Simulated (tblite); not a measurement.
Compound: C9H14BN.
Cartesian coordinates in Å at the GFN2-xTB level; atoms count from 1:
```
atom  x, y, z in Å
B1    -0.299    0.522   -1.330
C2    -1.287    0.572   -0.013
C3    -2.803    0.657   -0.275
C4    -3.032   -0.439    0.773
C5    -1.525   -0.727    0.782
N6     1.079    0.207   -0.701
C7     1.512   -1.049   -0.593
C8     2.658   -1.384    0.101
C9     3.400   -0.380    0.706
C10    2.949    0.928    0.582
C11    1.793    1.176   -0.127
H12   -0.591   -0.361   -2.074
H13   -0.242    1.592   -1.854
H14   -0.975    1.372    0.666
H15   -3.067    0.341   -1.282
H16   -3.271    1.620   -0.076
H17   -3.676   -1.265    0.471
H18   -3.391   -0.046    1.723
H19   -1.272   -1.622    0.215
H20   -1.053   -0.792    1.764
H21    0.912   -1.799   -1.084
H22    2.966   -2.416    0.163
H23    4.302   -0.607    1.252
H24    3.493    1.747    1.028
H25    1.408    2.177   -0.249
```

Method: GFN2-xTB as coded in tblite; computed harmonic values from a numerical Hessian at the method's own geometry, unscaled. Errors from tens to a few hundred cm⁻¹ against measured bands are possible. Modes of hydrogen on boron can be 10 to 20 % off. One conformer, not necessarily the lowest.

Harmonic wavenumbers (cm⁻¹): 35.2, 59.0, 66.6, 92.5, 186.8, 262.6, 312.3, 365.1, 375.1, 451.5, 533.6, 615.2, 641.5, 675.4, 720.4, 750.3, 779.3, 815.0, 842.6, 859.9, 886.5, 906.3, 923.6, 927.0, 947.8, 992.8, 1000.2, 1010.4, 1024.8, 1036.9, 1073.2, 1077.9, 1091.4, 1108.1, 1114.8, 1133.0, 1163.3, 1187.4, 1193.8, 1198.7, 1238.0, 1241.8, 1251.5, 1258.9, 1268.0, 1270.4, 1278.7, 1313.1, 1420.8, 1437.6, 1478.0, 1480.9, 1499.2, 1552.6, 1584.2, 2435.5, 2451.7, 2916.2, 2958.3, 2977.6, 2988.9, 2996.5, 3000.1, 3016.9, 3094.5, 3099.2, 3103.5, 3108.9, 3112.4.

A = 2639, B = 625.1, C = 587.2 MHz; mass 147.122 u (most abundant isotopes); point group C1, symmetry number 1.

What is the zero-point energy?

Half the sum of the wavenumbers: 46136 cm⁻¹ = 131.91 kcal/mol.

Give the ideal-gas entropy at 500 K and 1 bar in the rigid-rotor, harmonic-oscillator model (classical rotation).

Translation 43.46, rotation 31.73, vibration 55.75: S = 130.9 cal/(mol K).

And Cp and H(500 K) − H(0)?

Cp = 70.43 cal/(mol K), of which vibrations give 62.48 (their classical limit is 69 R = 137.1); H(500 K) − H(0) = 18.58 kcal/mol without the zero-point energy, 14.60 from vibrations.

Which modes carry the vibrational entropy at 500 K?

35.2 cm⁻¹: 6.54; 59.0 cm⁻¹: 5.51; 66.6 cm⁻¹: 5.27; 92.5 cm⁻¹: 4.62; 186.8 cm⁻¹: 3.24; 262.6 cm⁻¹: 2.59 cal/(mol K); the other 63 give 27.97 together.

Blend soft modes into free rotors: weight 1/[1 + (100 cm⁻¹/ν̃)⁴] for the oscillator and the rest for a rotor with moment μB/(μ + B), μ = h/(8π²ν), B = 10⁻⁴⁴ kg m². What vibrational entropy results?

50.24 cal/(mol K) in place of 55.75, which changes −T·S at 500 K by +2.76 kcal/mol.

Hindered rotation and anharmonicity are outside this model. Other conformers, if any are populated, would add a mixing term that is left out. The structure is chiral; the term R ln 2 for an equal mix with its mirror image is left out.
